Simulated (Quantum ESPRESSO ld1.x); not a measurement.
Q: These are the eigenvalues of the occupied orbitals of an atom or ion with whole-number occupations (eV). All-electron calculation, scalar-relativistic Kohn-Sham, LDA (Slater exchange, VWN5 correlation), spin-polarised, spherical densities, point nucleus. Program: ld1.x of Quantum ESPRESSO 7.5.

| orbital | eigenvalue |
|---|---|
| 1s up | -97433.5 |
| 1s down | -97427.3 |
| 2s up | -22725.4 |
| 2s down | -22719.3 |
| 2p up | -20420.5 |
| 2p down | -20414.9 |
| 3s up | -9394.93 |

Which element is it, and in what charge state? The configuration may be excited. Open shells, if any, are filled with parallel spins first.

A: Z = 83, bismuth, charge +72: Bi72+ in [Ne] 3s1. The list shows which subshells hold electrons but not how many an open one holds; the 1s level, -3580.6 hartree, gives Z - s = 84.6 by -(Z - s)^2/2, which with screening and relativity narrows Z to a few neighbours, and the depths of the outer levels then fix element, charge and occupations together.
